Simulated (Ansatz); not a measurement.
```xyz
30

C     0.3778   -0.6735    2.8780
C    -0.6623   -0.2145    1.8519
C    -1.0091    1.2461    2.1042
C    -1.9234   -1.0695    2.0065
C    -0.1003   -0.4512    0.4754
C     0.1012    0.4514   -0.4750
C     0.6625    0.2146   -1.8518
C     1.0152   -1.2450   -2.1018
C    -0.3808    0.6673   -2.8774
C     1.9198    1.0745   -2.0095
H     0.6480   -1.7214    2.7210
H    -0.0137   -0.5758    3.8947
H     1.2894   -0.0758    2.8024
H    -0.1278    1.8865    2.0170
H    -1.4116    1.3668    3.1132
H    -1.7627    1.6052    1.3987
H    -2.6926   -0.7608    1.2945
H    -2.3324   -0.9751    3.0166
H    -1.7051   -2.1263    1.8295
H     0.1558   -1.4914    0.2788
H    -0.1547    1.4916   -0.2784
H     1.7706   -1.5998   -1.3962
H     1.4176   -1.3657   -3.1109
H     0.1367   -1.8890   -2.0133
H     0.0100    0.5696   -3.8944
H    -0.6553    1.7143   -2.7219
H    -1.2896    0.0658   -2.7997
H     2.6912    0.7705   -1.2978
H     2.3281    0.9798   -3.0199
H     1.6973    2.1307   -1.8344
```

The species carries charge 0 and has multiplicity 1.

List the r2SCAN/def2-TZVPP orbital energies in eV (the Gaussian-basis code of Ansatz). (Estimate.)

The calculation gave: Occupied: -273.39, -273.39, -272.71, -272.69, -272.63, -272.63, -272.63, -272.63, -272.58, -272.58, -21.89, -21.33, -18.89, -17.79, -17.70, -17.69, -17.68, -15.69, -13.82, -13.13, -12.01, -11.80, -11.15, -11.04, -11.00, -10.78, -9.78, -9.72, -9.70, -9.45, -9.20, -9.01, -9.01, -8.66, -8.29, -8.18, -8.15, -7.85, -7.55, -6.04. Lowest empty: -0.09, 0.92, 1.40, 1.81, 2.41, 2.51, 2.51, 2.52.
